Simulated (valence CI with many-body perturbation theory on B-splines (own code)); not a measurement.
## Tl41+: what each term of the Hamiltonian does

Calculated by valence CI with perturbative core correlation (CI+MBPT): four valence electrons over a frozen Dirac-Fock core [Kr], radial functions for each j: 9 s, 9 p, 10 d, 8 f, 5 g, 3 h, 1 i, with the one-electron correlation potential Σ1, the two-electron term Σ2, the three-electron term Σ3, Breit, model QED; selected CI, second order for the rest (own B-spline code, finite nucleus).

The last digits are not significant, and no measured levels were compared; by estimate large intervals hold to a few tenths of a per cent, small ones and those within an open d or f shell to about a per cent. Only levels of the ground parity were solved; by the run's estimate the other parity begins above the list, which can be wrong where configurations are misplaced.

Each rung adds one term. CI alone is the Dirac-Coulomb CI over the frozen core; QED comes last and gives the full result, which names the levels. Energies are above (4d3/2^4) J=0 on the same rung, in eV.

Levels are named by their leading jj configuration (3d3/2^4 stands for four electrons in 3d with j = 3/2), which in mixed levels can hold well under half, so a name can repeat and another be missing. Letters in brackets count levels of one name in rising energy.

| Level | CI alone | Σ1 | Σ2 | Σ3 | Breit | QED | Full |
| --- | --- | --- | --- | --- | --- | --- | --- |
| (4d3/2^3 4d5/2) J=1 | 25.714 | +0.1180 | +0.0603 | +0.0900 | -0.5706 | +0.0763 | 25.488 |
| (4d3/2^3 4d5/2) J=4 | 32.040 | +0.1221 | -0.3144 | -0.0347 | -0.7536 | +0.0764 | 31.135 |
| (4d3/2^3 4d5/2) J=2 | 32.637 | +0.1258 | -0.1931 | +0.0162 | -0.6713 | +0.0798 | 31.995 |
| (4d3/2^3 4d5/2) J=3 | 34.305 | +0.1253 | -0.3310 | -0.0404 | -0.6803 | +0.0786 | 33.458 |
| (4d3/2^2 4d5/2^2) J=0 [a] | 55.464 | +0.2355 | +0.1895 | +0.0014 | -1.1019 | +0.1518 | 54.941 |
| (4d3/2^2 4d5/2^2) J=2 [a] | 55.894 | +0.2318 | -0.0075 | +0.0719 | -1.1263 | +0.1491 | 55.213 |
| (4d3/2^2 4d5/2^2) J=4 [a] | 57.461 | +0.2393 | -0.1416 | +0.0541 | -1.2917 | +0.1529 | 56.474 |
| (4d3/2^2 4d5/2^2) J=3 [a] | 57.995 | +0.2385 | -0.1714 | +0.0154 | -1.2148 | +0.1526 | 57.015 |
| (4d3/2^2 4d5/2^2) J=5 | 60.521 | +0.2416 | -0.4203 | -0.0133 | -1.3770 | +0.1520 | 59.104 |
| (4d3/2^2 4d5/2^2) J=6 | 62.394 | +0.2441 | -0.5716 | -0.0091 | -1.5003 | +0.1523 | 60.710 |
| (4d3/2^2 4d5/2^2) J=1 | 61.764 | +0.2404 | -0.1497 | -0.0122 | -1.1815 | +0.1535 | 60.814 |
| (4d3/2^2 4d5/2^2) J=3 [b] | 63.712 | +0.2382 | -0.3977 | -0.0653 | -1.2538 | +0.1512 | 62.385 |
| (4d3/2^2 4d5/2^2) J=4 [b] | 64.334 | +0.2422 | -0.4177 | -0.1463 | -1.3513 | +0.1530 | 62.814 |
| (4d3/2^2 4d5/2^2) J=2 [b] | 64.590 | +0.2411 | -0.3214 | -0.0500 | -1.2539 | +0.1531 | 63.359 |
| (4d3/2^2 4d5/2^2) J=2 [c] | 69.744 | +0.2397 | -0.0177 | -0.1127 | -1.1724 | +0.1532 | 68.834 |
| (4d3/2^2 4d5/2^2) J=4 [c] | 72.387 | +0.2437 | -0.5304 | -0.1272 | -1.2745 | +0.1544 | 70.853 |
| (4d3/2^2 4d5/2^2) J=2 [d] | 77.518 | +0.2470 | -0.4276 | -0.2269 | -1.1908 | +0.1564 | 76.076 |
| (4d3/2^2 4d5/2^2) J=0 [b] | 83.859 | +0.2563 | -0.1110 | -0.2333 | -1.1613 | +0.1633 | 82.773 |
| (4d3/2 4d5/2^3) J=4 [a] | 87.367 | +0.3531 | +0.0115 | -0.0272 | -1.8003 | +0.2269 | 86.131 |

The middle columns are the shifts that each term adds.

**Question.** How does the ionisation energy move along the ladder, and which term matters most?

**Answer.** CI alone 2011.3, + Σ1 2014.1, + Σ2 2016.7, + Σ3 2016.7, + Breit 2015.2, + QED 2015.3 eV. The largest step is Σ1, 2.9 eV. NIST lists 2014 ± 4 eV (theoretical).
